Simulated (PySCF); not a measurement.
# `C#C[Si@H]1CC[Si@@H](C)N1`, C5H11NSi2

Geometry:
| atom | x (Å) | y (Å) | z (Å) |
| --- | --- | --- | --- |
| C1 | 3.635 | 0.883 | 0.420 |
| C2 | 2.651 | 0.706 | -0.247 |
| Si3 | 1.131 | 0.418 | -1.274 |
| C4 | 0.514 | -1.376 | -1.145 |
| C5 | -0.506 | -1.475 | -0.006 |
| Si6 | -1.515 | 0.137 | 0.038 |
| C7 | -2.101 | 0.672 | 1.759 |
| N8 | -0.261 | 1.173 | -0.569 |
| H9 | 4.497 | 1.038 | 1.004 |
| H10 | 1.366 | 0.899 | -2.640 |
| H11 | 1.323 | -2.093 | -1.002 |
| H12 | 0.026 | -1.644 | -2.083 |
| H13 | -1.125 | -2.365 | -0.125 |
| H14 | 0.030 | -1.593 | 0.938 |
| H15 | -2.657 | 0.104 | -0.896 |
| H16 | -2.543 | 1.662 | 1.722 |
| H17 | -2.857 | -0.008 | 2.137 |
| H18 | -1.286 | 0.699 | 2.475 |
| H19 | -0.334 | 2.173 | -0.514 |

Method: PySCF 2.14.0, TDDFT CAM-B3LYP/def2-SVPD circular dichroism and optical rotation, one conformer, gas phase. Geometry: GFN2-xTB.

The molecule is flexible and this is one conformer; a measurement averages over conformers.

**Question.** Assign R or S to each stereocentre.

**Answer.** Si3 R, Si6 R.

**Question.** Which excitations and rotatory strengths does the calculation give?

**Answer.** Rotatory strengths R in 10⁻⁴⁰ esu² cm², velocity form and length form (origin at the centre of mass); f in length form.
| state | E (eV) | λ (nm) | f | R (velocity) | R (length) | main |
| --- | --- | --- | --- | --- | --- | --- |
| 1 | 6.06 | 205 | 0.0007 | -2.0 | -2.2 | HOMO−1→LUMO 0.25, HOMO−3→LUMO 0.17 |
| 2 | 6.25 | 198 | 0.011 | +13.3 | +13.2 | HOMO→LUMO 0.52, HOMO−1→LUMO 0.09 |
| 3 | 6.35 | 195 | 0.002 | -5.3 | -5.3 | HOMO−2→LUMO+1 0.24, HOMO−2→LUMO+2 0.15 |
| 4 | 6.46 | 192 | 0.010 | -2.3 | -1.3 | HOMO→LUMO 0.29, HOMO−2→LUMO 0.26 |
| 5 | 6.88 | 180 | 0.003 | -6.0 | -5.4 | HOMO→LUMO+1 0.73, HOMO−2→LUMO+1 0.10 |
| 6 | 7.28 | 170 | 0.010 | -16.2 | -16.0 | HOMO→LUMO+2 0.52, HOMO→LUMO+4 0.30 |
| 7 | 7.48 | 166 | 0.019 | -3.7 | -3.8 | HOMO→LUMO+3 0.48, HOMO→LUMO+4 0.17 |
| 8 | 7.53 | 165 | 0.034 | +23.2 | +22.5 | HOMO→LUMO+2 0.26, HOMO→LUMO+3 0.24 |
| 9 | 7.58 | 164 | 0.008 | +16.8 | +15.9 | HOMO−1→LUMO 0.36, HOMO−3→LUMO 0.22 |
| 10 | 7.66 | 162 | 0.091 | +90.1 | +91.4 | HOMO−1→LUMO+1 0.48 |
| 11 | 7.96 | 156 | 0.034 | +84.5 | +80.1 | HOMO−1→LUMO+3 0.32, HOMO−3→LUMO+1 0.23 |
| 12 | 7.99 | 155 | 0.098 | -20.1 | -18.7 | HOMO→LUMO+5 0.35, HOMO−2→LUMO+3 0.17 |
| 13 | 8.09 | 153 | 0.075 | -115.8 | -112.1 | HOMO−1→LUMO+2 0.29, HOMO−3→LUMO+3 0.17 |
| 14 | 8.15 | 152 | 0.052 | +37.2 | +33.7 | HOMO→LUMO+7 0.21, HOMO→LUMO+5 0.20 |
| 15 | 8.18 | 152 | 0.050 | -29.1 | -27.3 | HOMO→LUMO+6 0.34, HOMO→LUMO+7 0.21 |
| 16 | 8.33 | 149 | 0.008 | +1.5 | +1.5 | HOMO−3→LUMO 0.13, HOMO−4→LUMO 0.11 |

Among the states computed, the strongest CD band (largest |R|) is state 13. The largest dissymmetry factor in size, g = 4R/(D+G), with D and G the electric and magnetic dipole strengths, is +0.025 for state 11 (velocity form, f = 0.041), among bands with |R| over 0.5. The mirror image has the same energies and oscillator strengths and all R with the opposite sign.
